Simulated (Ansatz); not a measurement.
Isomers of Si$_{2}$Ge$_{2}$H$_{10}$ (singlet), relaxed with PBE-D4/def2-SVP; total energies from Ansatz at PBE0-D4/def2-TZVP.

```csv
isomer,description,energy (Eh)
A,n-SiGeGeSiH10 (Si2Ge2H10),-4738.25927
B,n-GeSiSiGeH10 (Si₂Ge₂H₁₀),-4738.25081
C,n-GeSiGeSiH10 (Si₂Ge₂H₁₀),-4738.25505
D,n-GeGeSiSiH10 (Si₂Ge₂H₁₀),-4738.25515
```

Problem. Work out the relative energies (1 Eh = 2625.5 kJ/mol) and the Boltzmann populations at 500 K from electronic energies alone (R = 8.314 J/mol/K).

Solution. ΔE: A 0.0, B 22.2, C 11.1, D 10.8 kJ/mol. RT = 4.16 kJ/mol. Factors exp(−ΔE/RT): A 1, B 0.00481, C 0.0694, D 0.0746; sum 1.149. Populations: A 87.0 %, B 0.4 %, C 6.0 %, D 6.5 %. Zero-point energy, vibrational entropy and symmetry numbers are left out and can shift these; an error of 4 kJ/mol changes a ratio by a factor of 2.6. Over the other density-functional and correlated levels in def2 sets, the gap between A and D ranges from 9 to 19 kJ/mol.
